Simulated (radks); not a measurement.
Spherical quantum dot in the effective-mass picture: electrons in a hard-walled sphere of radius 1.47, all in effective atomic units (hartree* = m*/eps^2 hartree, bohr* = eps/m* bohr), one dielectric constant everywhere. Method: non-relativistic Kohn-Sham, PBE, spin-polarised, spherical densities; computed with a radial shooting solver with Libxc functionals. Levels are named by radial order and angular momentum (1s, 1p, 1d, 2s, ...), and open shells are averaged over m.

N = 38, configuration 1s2 1p6 1d10 2s2 1f14 1g(up 4, down 0). This is the lowest configuration that the search found. Occupied and some empty levels:

level,occupation,eigenvalue (hartree*),<r> (bohr*)
1s up,1,36.668,0.9364
1s down,1,36.748,0.9334
1p up,3,38.064,0.9944
1p down,3,38.155,0.9927
1d up,5,40.323,1.037
1d down,5,40.424,1.036
1f up,7,43.331,1.071
1f down,7,43.438,1.071
2s up,1,44.120,0.6690
2s down,1,44.154,0.6702
1g up,4,47.024,1.099
1g down,0,47.135,1.098
2p up,0,48.340,0.7715
2p down,0,48.382,0.7717
1h up,0,51.362,1.122
1h down,0,51.478,1.121
2d up,0,53.254,0.8389
2d down,0,53.304,0.8388
3s up,0,55.301,0.7001
3s down,0,55.347,0.7006

Energy (hartree*): total 961.588, kinetic 367.03, external 0, Hartree 642.85, exchange-correlation -48.293.
